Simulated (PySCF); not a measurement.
**Electron correlation in Si⁺ (silicon, charge +1)**

Starting occupation: [Ne] 3s2 3p1, 3p3/2 with m_j = +3/2. All numbers are calculated (PySCF 2.14, X2C-1e with screened-nucleus spin-orbit coupling, Gaussian nucleus, in an even-tempered Gaussian basis (22 s from 0.026 bohr⁻², ratio 2.4; 15 p from 0.034 bohr⁻², ratio 2.4; 6 d from 0.41 bohr⁻², ratio 2.6; 5 f from 0.61 bohr⁻², ratio 2.6)). Frozen: 1s2; 11 electrons correlated; the 52 highest virtual spinors left out.

MP2 pair energies summed by pair of shells (mhartree):

```json
{"pair": "2p1/2-2p3/2", "energy": "-93.10", "share (%)": "26.3"}
{"pair": "2p3/2-2p3/2", "energy": "-86.65", "share (%)": "24.5"}
{"pair": "2p3/2-2s1/2", "energy": "-43.06", "share (%)": "12.2"}
{"pair": "3s1/2-3s1/2", "energy": "-23.94", "share (%)": "6.8"}
{"pair": "2p1/2-2s1/2", "energy": "-21.78", "share (%)": "6.2"}
{"pair": "2p1/2-2p1/2", "energy": "-20.58", "share (%)": "5.8"}
{"pair": "3p3/2-3s1/2", "energy": "-20.14", "share (%)": "5.7"}
{"pair": "2p3/2-3s1/2", "energy": "-15.48", "share (%)": "4.4"}
{"pair": "2s1/2-2s1/2", "energy": "-10.17", "share (%)": "2.9"}
{"pair": "2p1/2-3s1/2", "energy": "-7.83", "share (%)": "2.2"}
{"pair": "2p3/2-3p3/2", "energy": "-4.57", "share (%)": "1.3"}
{"pair": "2s1/2-3s1/2", "energy": "-2.85", "share (%)": "0.8"}
{"pair": "2p1/2-3p3/2", "energy": "-2.40", "share (%)": "0.7"}
{"pair": "2s1/2-3p3/2", "energy": "-1.09", "share (%)": "0.3"}
```

Total MP2 correlation energy: -353.63 mhartree.
